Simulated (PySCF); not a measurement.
A structure optimised at PBE-D3(BJ)/def2-SVP, used in a PySCF frequency run:

```
O
C 1 1.4620
H 2 1.1157 1 109.10
C 1 1.4637 2 104.33 3 114.98
H 4 1.1156 1 111.19 2 -115.28
C 2 1.5190 3 110.02 1 -122.43
H 6 1.1090 2 111.58 3 -176.62
H 6 1.1097 7 108.34 2 -122.01
H 6 1.1102 7 107.83 8 -116.71
Si 4 1.9005 5 110.88 1 122.34
H 10 1.5043 4 111.07 5 -64.75
H 10 1.5048 11 108.81 4 120.16
H 10 1.5084 11 109.08 12 118.70
Si 4 1.9196 5 113.57 1 -100.95
H 14 1.5057 4 117.79 5 -0.90
H 14 1.5069 15 109.07 4 136.96
```
Charge 0, spin multiplicity 1.

Task: Write its SMILES and formula.

Result: C[C@@H]1O[C@H]([SiH3])[SiH2]1, C3H10OSi2

Task: What are its rotational constants (standard atomic weights)?

Result: 3.3420, 1.5919, 1.3341 GHz
